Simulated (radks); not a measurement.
Q: Spherical quantum dot in the effective-mass picture: electrons in a hard-walled sphere of radius 7.02, with a point charge +2 (a donor) at the centre, all in effective atomic units (hartree* = m*/eps^2 hartree, bohr* = eps/m* bohr), one dielectric constant everywhere. Method: non-relativistic Kohn-Sham, exchange-only LDA, spin-polarised, spherical densities; computed with a radial shooting solver with Libxc functionals. Levels are named by radial order and angular momentum (1s, 1p, 1d, 2s, ...), and open shells are averaged over m. At N = 9 the configuration is 1s2 1p(up 3, down 2) 2s2. Does electron 10 go into 1d down or 1d up or 1p down?

A: Into 1p down. The total energies of the other choices lie higher by 0.0826 hartree* (1d up), 0.0988 hartree* (1d down).
